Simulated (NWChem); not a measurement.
Correlation energy of silicon monosulfide (SSi)

```
Si
S 1 1.9396
```
Charge 0, spin multiplicity 1.

All runs are NWChem calculations. The geometry was optimised at PBE0/def2-SVP, a minimum by its harmonic frequencies.

Basis set: cc-pVTZ. Each correlation energy counts from its own Hartree-Fock reference.

The correlated methods keep 10 core orbitals frozen. No row is a measurement; the coupled-cluster row has its own basis-set and correlation limits.

### Question
For the correlation energy, RI-MP2 gives -259.8 mHa and MP2 gives -259.8 mHa. What do SCS-MP2, CR-CCSD[T], CR-CCSD(T) give?

### Answer
SCS-MP2: -257.9 mHa; CR-CCSD[T]: -295.7 mHa; CR-CCSD(T): -295.1 mHa.
